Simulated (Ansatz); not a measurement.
## A relaxation, step by step

GaSiNH₆, closed shell, PBE0-D4/def2-TZVP (Ansatz 0.2.0). Settings:

```yaml
hamiltonian: {xc: pbe0, dispersion: d4}
relax: {f_tol: 0.005, max_steps: 200}
```

Start, a step off a saddle point along its unstable mode:

Ga1  (-1.274, -0.144, -0.624)
Si2  (1.032, 0.796, 0.328)
N3  (-0.710, -1.690, 0.039)
H4  (0.146, -1.028, 0.312)
H5  (-2.149, 0.916, -1.325)
H6  (2.337, 0.675, -0.405)
H7  (0.405, 2.064, -0.154)
H8  (1.363, 1.036, 1.776)
H9  (-1.150, -2.626, 0.053)
(Å)

| step | energy less the last (meV) | largest force component (eV/Å) |
| --- | --- | --- |
| 1 | 2718.0 | 2.857 |
| 3 | 1111.2 | 2.089 |
| 5 | 258.5 | 0.910 |
| 7 | 68.9 | 1.017 |
| 9 | 13.9 | 0.050 |
| 11 | 12.0 | 0.026 |
| 13 | 11.0 | 0.092 |
| 15 | 8.1 | 0.075 |
| 17 | 5.8 | 0.093 |
| 19 | 2.9 | 0.054 |
| 21 | 1.3 | 0.044 |
| 23 | 0.2 | 0.018 |
| 25 | 0.0 | 0.015 |
| 27 | 0.0 | 0.003 |
| 28 | 0.0 | 0.004 |

Step 5, positions (Å) and forces (eV/Å):

```
atom       x       y       z      Fx      Fy      Fz
 Ga1  -1.016   0.009  -0.537  -0.020  -0.046   0.007
 Si2   0.966   1.137   0.219  -0.060   0.306  -0.075
  N3  -0.787  -1.714   0.004   0.910   0.304   0.392
  H4   0.117  -1.756   0.481  -0.575  -0.354  -0.204
  H5  -2.213   0.675  -1.306   0.009  -0.287   0.064
  H6   2.213   0.686  -0.468  -0.065   0.019  -0.017
  H7   0.739   2.576  -0.090   0.233   0.098   0.087
  H8   1.211   0.999   1.688  -0.062  -0.005  -0.070
  H9  -1.229  -2.612   0.008  -0.370  -0.034  -0.186
```

Step 9, positions (Å) and forces (eV/Å):

```json
{"atom": "Ga1", "x": "-0.852", "y": "-0.038", "z": "-0.449", "Fx": "-0.034", "Fy": "-0.002", "Fz": "-0.032"}
{"atom": "Si2", "x": "1.018", "y": "1.314", "z": "0.213", "Fx": "0.021", "Fy": "0.007", "Fz": "-0.002"}
{"atom": "N3", "x": "-0.806", "y": "-1.786", "z": "0.041", "Fx": "0.024", "Fy": "-0.050", "Fz": "0.025"}
{"atom": "H4", "x": "-0.052", "y": "-2.215", "z": "0.550", "Fx": "-0.010", "Fy": "0.002", "Fz": "0.018"}
{"atom": "H5", "x": "-2.123", "y": "0.366", "z": "-1.269", "Fx": "-0.009", "Fy": "0.035", "Fz": "0.002"}
{"atom": "H6", "x": "2.243", "y": "0.893", "z": "-0.525", "Fx": "0.006", "Fy": "0.014", "Fz": "-0.005"}
{"atom": "H7", "x": "0.801", "y": "2.763", "z": "-0.054", "Fx": "0.000", "Fy": "-0.013", "Fz": "0.004"}
{"atom": "H8", "x": "1.303", "y": "1.151", "z": "1.666", "Fx": "0.000", "Fy": "0.008", "Fz": "0.006"}
{"atom": "H9", "x": "-1.533", "y": "-2.447", "z": "-0.174", "Fx": "0.001", "Fy": "0.000", "Fz": "-0.015"}
```

Step 13, positions (Å) and forces (eV/Å):

```tsv
atom	x	y	z	Fx	Fy	Fz
Ga1	-0.816	-0.067	-0.490	-0.062	-0.035	-0.025
Si2	1.029	1.309	0.207	0.082	0.054	0.002
N3	-0.843	-1.793	0.083	0.032	0.028	0.025
H4	-0.145	-2.197	0.687	-0.050	0.011	-0.032
H5	-2.018	0.352	-1.411	0.043	-0.025	0.031
H6	2.228	1.056	-0.653	-0.081	0.019	0.057
H7	0.704	2.764	0.103	0.017	-0.092	0.009
H8	1.427	1.030	1.620	-0.014	0.006	-0.067
H9	-1.567	-2.455	-0.147	0.035	0.035	0.000
```

Last step (28):

Ga1  (-0.710, -0.131, -0.629)
Si2  (1.054, 1.286, 0.178)
N3  (-0.950, -1.717, 0.225)
H4  (-0.394, -2.026, 1.004)
H5  (-1.693, 0.147, -1.817)
H6  (2.058, 1.551, -0.891)
H7  (0.520, 2.605, 0.620)
H8  (1.770, 0.676, 1.333)
H9  (-1.655, -2.391, -0.023)
(Å)

The run took about 2.2 min on 4 CPU threads of an Intel Xeon (shared host).
